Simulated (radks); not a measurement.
Numerical settings for neutral lutetium, [Xe] 4f14 5d1 6s2. All-electron calculation, Dirac Kohn-Sham, BLYP, spin-unpolarised, spherical densities, finite nucleus; open shells are shared between the two j in proportion to 2j + 1; Fermi nuclear charge, rms radius 5.37 fm. Program: a radial shooting solver on a logarithmic mesh with Libxc functionals. The defaults (mesh step 0.008 in ln r, mesh end at 40 bohr or more with all orbitals vanishing there, Anderson mixing 0.5 over 9 steps, residual threshold near 1e-9 with the energy settled to 1e-9 hartree or 1e-11 of itself, here a cap of 93 iterations) give E = -14580.1104 hartree and 5d5/2 at -1.508 eV in 17 iterations. Run on one thread of a shared host, so times are rough (Intel(R) Xeon(R) 6975P-C): 0.2 s of CPU time, 0.2 s wall, 17 iterations on 2440 mesh points. Changes against that run (0 stands for a change within the tolerance of the run):

[
 {"setting": "mesh step in ln r 0.03", "iterations": "15", "converged": "yes", "E (mhartree)": "+0.00521", "e(5d5/2) (meV)": "0", "CPU (s)": "0.06"},
 {"setting": "mesh step in ln r 0.003", "iterations": "19", "converged": "yes", "E (mhartree)": "0", "e(5d5/2) (meV)": "0", "CPU (s)": "0.55"},
 {"setting": "mesh step in ln r 0.02", "iterations": "15", "converged": "yes", "E (mhartree)": "+0.000471", "e(5d5/2) (meV)": "0", "CPU (s)": "0.08"},
 {"setting": "mesh end (bohr) 1", "iterations": "67", "converged": "level above zero", "E (mhartree)": "+3.12e+05", "e(5d5/2) (meV)": "+7.47e+05", "CPU (s)": "1.2"},
 {"setting": "mesh end (bohr) 20", "iterations": "17", "converged": "yes", "E (mhartree)": "+0.000667", "e(5d5/2) (meV)": "+0.244", "CPU (s)": "0.19"},
 {"setting": "residual threshold 1e-05", "iterations": "12", "converged": "yes", "E (mhartree)": "0", "e(5d5/2) (meV)": "-0.0223", "CPU (s)": "0.18"},
 {"setting": "residual threshold 0.01", "iterations": "12", "converged": "yes", "E (mhartree)": "0", "e(5d5/2) (meV)": "-0.0223", "CPU (s)": "0.18"},
 {"setting": "mixing 2.5", "iterations": "34", "converged": "yes", "E (mhartree)": "0", "e(5d5/2) (meV)": "0", "CPU (s)": "0.42"},
 {"setting": "linear mixing, mixing 0.2", "iterations": "88", "converged": "yes", "E (mhartree)": "0", "e(5d5/2) (meV)": "0", "CPU (s)": "0.69"},
 {"setting": "linear mixing, mixing 0.05", "iterations": "93", "converged": "no", "E (mhartree)": "+0.00846", "e(5d5/2) (meV)": "-15.6", "CPU (s)": "0.88"},
 {"setting": "mixing history 3", "iterations": "19", "converged": "yes", "E (mhartree)": "0", "e(5d5/2) (meV)": "0", "CPU (s)": "0.17"},
 {"setting": "iteration cap 2", "iterations": "2", "converged": "no", "E (mhartree)": "+855", "e(5d5/2) (meV)": "-6.19e+03", "CPU (s)": "0.04"}
]

Settled on a wrong energy, with an occupied level pushed above zero by the early mesh end: mesh end (bohr) 1 (+312 hartree). Apart from these: no run marked as converged misses the energy by more than 1 mhartree. A mesh that ends early acts as a hard wall.
